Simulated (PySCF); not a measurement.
C10H6S2Se, SMILES c1c[se]c(-c2sc3ccsc3c2)c1, GFN2-xTB optimised geometry.

```
19

C     -3.73     1.36     0.00
C     -3.34     2.67     0.00
Se    -1.50     2.86     0.00
C     -1.41     0.98     0.00
C     -0.17     0.28     0.00
C      1.09     0.81     0.00
C      2.08    -0.18     0.00
S      3.81    -0.19     0.00
C      3.82    -1.92     0.00
C      2.58    -2.47     0.00
C      1.58    -1.48     0.00
S     -0.15    -1.48     0.00
C     -2.67     0.43     0.00
H     -4.76     1.06     0.00
H     -3.99     3.53     0.00
H      1.28     1.87     0.00
H      4.76    -2.43     0.00
H      2.38    -3.53     0.00
H     -2.83    -0.63     0.00
```

Density from B3LYP/def2-SVP run with PySCF at that geometry.

Minimum of the electron density along straight lines between bonded atoms, close to the bond critical point (lines longer than 1.1 times the sum of covalent radii, or with two minima, are not listed):

| bond | length / Å | ρ at the minimum / e bohr⁻³ | ∇²ρ there / e bohr⁻⁵ | position (fraction from the first atom) |
|---|---|---|---|---|
| C1–C2 | 1.358 | 0.324 | -0.83 | 0.49 |
| C2–Se3 | 1.854 | 0.174 | ___ | 0.49 |
| Se3–C4 | 1.884 | 0.165 | -0.18 | 0.51 |
| C4–C5 | 1.428 | 0.288 | -0.71 | 0.50 |
| C5–C6 | 1.371 | 0.318 | -0.79 | 0.51 |
| C6–C7 | 1.402 | 0.299 | -0.74 | 0.49 |
| C7–S8 | 1.729 | 0.212 | -0.47 | 0.48 |
| S8–C9 | 1.733 | 0.212 | -0.45 | 0.53 |
| C9–C10 | 1.358 | 0.324 | -0.82 | 0.51 |
| C7–C11 | 1.391 | 0.311 | -0.76 | 0.50 |
| C10–C11 | 1.408 | 0.296 | -0.72 | 0.49 |
| C5–S12 | 1.758 | 0.202 | ___ | 0.47 |
| C11–S12 | 1.728 | 0.212 | -0.47 | 0.48 |
| C1–C13 | 1.410 | 0.299 | -0.75 | 0.50 |
| C4–C13 | 1.371 | 0.318 | -0.80 | 0.51 |
| C1–H14 | 1.077 | 0.284 | -1.09 | 0.63 |
| C2–H15 | 1.075 | 0.284 | -1.10 | 0.64 |
| C6–H16 | 1.077 | 0.283 | -1.08 | 0.63 |
| C9–H17 | 1.072 | 0.287 | -1.12 | 0.64 |
| C10–H18 | 1.074 | 0.285 | -1.11 | 0.64 |
| C13–H19 | 1.077 | 0.283 | -1.08 | 0.63 |

Task: Complete the blanks.

Result: 
- C2–Se3, ∇²ρ there / e bohr⁻⁵: -0.20
- C5–S12, ∇²ρ there / e bohr⁻⁵: -0.41
